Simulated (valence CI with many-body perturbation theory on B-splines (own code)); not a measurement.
Values are calculated unless marked as measured or tabulated.
# Hyperfine factors and g values of Se21+

Method: configuration interaction combined with many-body perturbation theory (CI+MBPT): three valence electrons over a frozen Dirac-Fock core [Ne], a basis of 11 s, 11 p, 9 d, 7 f, 5 g, 2 h, 1 i functions for each j, with the one-electron correlation potential Σ1 (screened to all orders), the two-electron term Σ2, the three-electron term Σ3, Breit, model QED; selected single and double excitations, second order for the rest (own B-spline code, finite nucleus).

No measured levels were compared; by estimate levels of excited configurations hold to 0.05 to 0.15 % of their energy, terms of the ground configuration to about 0.5 %.

A/g_I is the dipole constant over the nuclear g factor μ/I (μ in nuclear magnetons, uniformly magnetised nucleus), B/Q the quadrupole constant per barn. Both hold the static response of the core; the bare values leave it out. Large factors of s and p1/2 electrons are usually good to 5 to 10 %; those of open d and f shells near neutrality can be off by tens of per cent, and small factors of p3/2, d and f electrons come from cancelling terms and can be off by a factor of two or in sign, in half-filled shells by more. B is blank for J = 1/2, where it vanishes, and for nearly pure S terms. Energies count from the lowest level.

Names give the largest LS component (configuration and term), which can be under half, so a name can repeat, a term be missing and a line seem to break the LS rules; names also repeat where a configuration has a term twice. Letters in brackets count levels of one name in rising energy.

```csv
Level,E (eV),g,A/g_I (MHz),A/g_I bare,B/Q (MHz/b),B/Q bare
3s2 3p 2P°_1/2,0.00,0.663,73300,70400,,
3s2 3p 2P°_3/2,9.13,1.332,14000,13800,24800,24100
3s 3p2 4P_1/2,46.07,2.616,157000,152000,,
3s 3p2 4P_3/2,50.69,1.721,61600,59800,20200,19600
3s 3p2 4P_5/2,54.41,1.543,65700,63600,-16200,-15700
3s 3p2 2D_3/2,63.75,0.827,-8670,-7960,29600,28700
3s 3p2 2D_5/2,66.28,1.254,58500,56300,35900,34800
3s 3p2 2P_1/2,73.44,1.270,70200,67300,,
3s 3p2 2S_1/2,82.53,1.446,184000,175000,,
3s 3p2 2P_3/2,83.97,1.305,-16100,-14500,-23400,-22600
3s2 3d 2D_3/2,94.21,0.807,1120,1580,7440,7510
3s2 3d 2D_5/2,95.45,1.199,10400,10400,10400,10500
3p3 2D°_3/2,117.24,1.132,6850,7140,17600,17100
3p3 2D°_5/2,121.30,1.196,29100,28500,-8400,-8030
3p3 4S°_3/2,122.45,1.629,-5070,-3240,-5920,-5710
3s 3p 3d 4F°_3/2,127.96,0.437,-22600,-21500,10900,10800
3s 3p 3d 4F°_5/2,129.85,1.041,23500,23000,6900,6960
3s 3p 3d 4F°_7/2,132.76,1.246,35000,34000,9270,9380
3p3 2P°_1/2,133.04,0.663,64200,61100,,
3p3 2P°_3/2,136.47,1.341,12200,12600,-9670,-9350
3s 3p 3d 4P°_5/2,137.33,1.477,39100,38100,9390,9410
3s 3p 3d 4F°_9/2,137.54,1.332,33000,32200,30400,29900
3s 3p 3d 4D°_3/2,138.18,1.345,20600,20500,3380,3320
3s 3p 3d 4D°_1/2,138.23,0.249,-77400,-73800,,
3s 3p 3d 4D°_7/2,143.63,1.412,39400,38400,-10600,-10100
3s 3p 3d 4D°_5/2,143.72,1.356,36800,36000,-6650,-6530
3s 3p 3d 4P°_3/2,144.04,1.473,38700,37900,-6780,-6780
3s 3p 3d 4P°_1/2,144.05,2.425,128000,124000,,
3s 3p 3d 2F°_5/2 [a],145.72,1.136,32300,31400,-1500,-1170
3s 3p 3d 2D°_3/2,145.81,0.911,-13300,-12300,-10700,-10200
3s 3p 3d 2F°_5/2 [b],148.69,1.043,34000,32700,9180,9160
3s 3p 3d 2F°_7/2 [a],154.83,1.141,3710,4120,30200,29700
3s 3p 3d 2P°_3/2 [a],159.45,1.190,15400,15300,3500,3580
3s 3p 3d 2F°_7/2 [b],163.78,1.147,31800,30900,29100,28700
3s 3p 3d 2P°_1/2 [a],164.11,0.660,-74100,-70500,,
3s 3p 3d 2F°_5/2 [c],164.60,0.877,-14000,-13000,24800,24400
3s 3p 3d 2P°_1/2 [b],167.51,0.659,26200,25400,,
3s 3p 3d 2P°_3/2 [b],168.50,1.069,47600,45700,-2780,-2470
3s 3p 3d 2D°_5/2,169.25,1.175,-10000,-8890,-16300,-15600
3s 3p 3d 2P°_3/2 [c],169.46,1.191,154,948,-10400,-10100
```

Task: Take the isotope of mass number 77, with I = 1/2, μ = 0.53356 μN. What is the hyperfine structure of 3s2 3p 2P°_1/2?

Result: From the table A = 78200 MHz. Shifts from the centre of gravity in MHz: F = 0: -58600, F = 1: 19600.
